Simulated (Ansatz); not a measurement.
A calculation with Ansatz (development build ahead of 0.2.0).

```yaml
crystal:
  periodic: [false, false, false]
  atoms:
    - { symbol: Cd, position_ang: [0.0, 0.0, 0.0] }
    - { symbol: H, position_ang: [0.0, 0.0, 1.76] }
basis:
  gaussian: { orbitals: def2-SVP }
magnetization:
  spin_polarized: true
  initial_magnetization: 1
hamiltonian:
  xc: pbe0
scf:
  omitted_lower_state_checks: [starts, atomic_configurations, cluster_reference, orbital_swaps, given_window_search, neighbouring_geometries, increment]
output:
  forces: true
```

The input is written out in the form of the current development build from the run's settings. The basis set brings a core potential for Cd, so the total leaves out those core electrons.

Results

```json
{
 "Converged": "yes",
 "Total energy": "-168.26301 hartree",
 "Spin squared of the determinant": "0.758",
 "Stability test": "minimum"
}
```

Forces (eV/Å):
| atom | Fx | Fy | Fz |
| --- | --- | --- | --- |
| Cd1 | 0.000 | 0.000 | -0.123 |
| H2 | 0.000 | 0.000 | 0.123 |
